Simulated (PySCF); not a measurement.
# Dipole response of Co²⁺ (cobalt, charge +2)

[Ar] 3d7, high-spin 4F determinant. All numbers are calculated (PySCF 2.14, the non-relativistic Hamiltonian (point nucleus), in def2-QZVPPD). Coupled (time-dependent) response in atomic units; α is the mean over directions.

```csv
method,mean α (bohr³),C₆ (like pair),S(−4)
PBE0,3.379,9.530,6.018
r2SCANh,3.418,9.770,5.991
```

S(−4) is the Cauchy moment in α(ω) = α(0) + S(−4) ω² + …

α(iu) at r2SCANh:

```tsv
u (hartree)	α(iu) (bohr³)
0	3.418
0.0500	3.403
0.100	3.360
0.200	3.205
0.300	2.996
0.500	2.554
0.750	2.099
1.00	1.760
1.50	1.303
2.00	1.009
3.00	0.6566
5.00	0.3391
```

A single London oscillator, α(iu) = α/(1 + u²/ω²), gives C₆ = (3/4) ω α². Matching the computed C₆ needs ω = 4 × 9.770 / (3 × 3.418²) = 1.12 hartree.

For an ion, C₆ is the dispersion term alone; charge-induced terms of lower order in 1/R come first.
